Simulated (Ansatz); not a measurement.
Stepwise reaction of `[Br][Cd][Br]` with hydrogen chloride, as a gas-phase model of exchange steps in deposition or etching. ΔE in kJ/mol; ΔG adds harmonic PBE0-D4 terms to CCSD(T)/CBS, at 1 bar.

Program: Ansatz. Geometries: PBE0-D4/def2-TZVP. ΔE: electronic, gas phase. CBS: MP2 limit from def2 TZ/QZ plus the TZ coupled-cluster correction, frozen cores. This one scheme is used for every species. DFT in def2-TZVPP. B3LYP here is the variant with VWN-RPA as its local correlation; programs differ in this. Elements past krypton have def2 core potentials. For Br, Cd outer-core shells are correlated without core-valence functions, which leaves a few kJ/mol of doubt a bond. Scalar relativity is left out up to krypton.

```tsv
step	reaction	PBE-D4	B3LYP-D4	ωB97M-V	CCSD(T)/CBS	ΔG(400 K)
1	`[Br][Cd][Br]` + HCl → `[Cl][Cd][Br]` + HBr	23.2	24.0	24.3	25.5	21.5
```

Question: Give the row of step 2, `[Cl][Cd][Br]` + HCl → `[Cl][Cd][Cl]` + HBr. (Best estimate.)

Answer: The calculation gave: 
```csv
step,reaction,PBE-D4,B3LYP-D4,ωB97M-V,CCSD(T)/CBS,ΔG(400 K)
2,`[Cl][Cd][Br]` + HCl → `[Cl][Cd][Cl]` + HBr,23.2,24.0,24.4,25.7,26.3
```

Question: By hand: ΔE of the 2 steps together at CCSD(T)/CBS.

Answer: (25.5) + (25.7) = 51.2 kJ/mol, or 25.6 kJ/mol a step.

In ΔE the steps differ by no more than 0.2 kJ/mol. All are uphill at CCSD(T)/CBS. ΔG lies between 21.5 and 26.3 kJ/mol a step. PBE-D4 differs from CCSD(T)/CBS by -2.5 to -2.3 kJ/mol a step. Isolated molecules leave out the surface, adducts and barriers. Largest T1 diagnostic: 0.013.
